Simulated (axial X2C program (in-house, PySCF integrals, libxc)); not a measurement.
**BeS⁻: cheaper levels and CCSD(T), with spin–orbit coupling**

Calculated with an axial X2C code built on PySCF integrals. Two-component (2c) means X2C with spin–orbit coupling and atomic mean-field two-electron Coulomb and Gaunt terms. Basis: S dyall-av3z [9s8p3d2f], Be dyall-av3z [9s9p4d2f] (cores contracted in-house); Gaussian nuclei, density fitting, unrestricted open shells. Masses: S 31.972 u, Be 9.012 u.

State: Ω = 1/2 (⟨Sz⟩ = 0.50, ⟨Lz⟩ = 0.00 at HF); fragments S- + Be.

```
level  Re (Å)  ωe (cm⁻¹)  De (eV)
 PBE0   1.809      897.4     3.85
   HF   1.811      918.5      n/a
  MP2   1.819      894.5     3.87
 CCSD   1.814      901.5     3.32
 BLYP   1.823      856.4     3.61
```

Correlated methods: 9 electrons correlated (number of frozen shells: S 2 s, 1 p; Be 1 s), 207 virtual spin orbitals or spinors in MP2, 90 natural virtuals in coupled cluster.

CCSD(T), same Hamiltonian and basis:

Re = 1.820 Å, ωe = 887.4 cm⁻¹, De = 3.46 eV; T1 = 0.017 (Lee–Taylor normalisation).

(1) Give the differences from CCSD(T) in the columns below.

The state is one determinant whose occupation by symmetry is held fixed; it was picked as the lowest of a PBE0 search that is not exhaustive. De is counted from the lowest determinant-based energies of the atoms at the same level, without counterpoise correction. De is not given where an atomic determinant may have missed its ground term or J level, or where the truncated virtual space spoils (T). Density functionals use the spin component along the axis (collinear). Coupled cluster ran in a truncated set of natural virtual spinors; the MP2 energy of the rest was added. (T) has no such correction and the atoms are truncated less, which lowers De at CCSD(T) by a hundredth of an eV or more. In 2c an atomic determinant is not the ground J level, so De misses part of the atomic spin–orbit lowering. This holds for PBE0, BLYP. Without a current term, density functionals place determinants with orbital angular momentum somewhat too high. The highest occupied level of some functionals is positive through self-interaction error; at Hartree–Fock it is bound.

## Answers

(1) 

```
level  ΔRe (Å)  Δωe (cm⁻¹)  ΔDe (eV)
 PBE0   -0.011          10      0.39
   HF   -0.009          31       n/a
  MP2   -0.001           7      0.41
 CCSD   -0.006          14     -0.14
 BLYP    0.003         -31      0.15
```
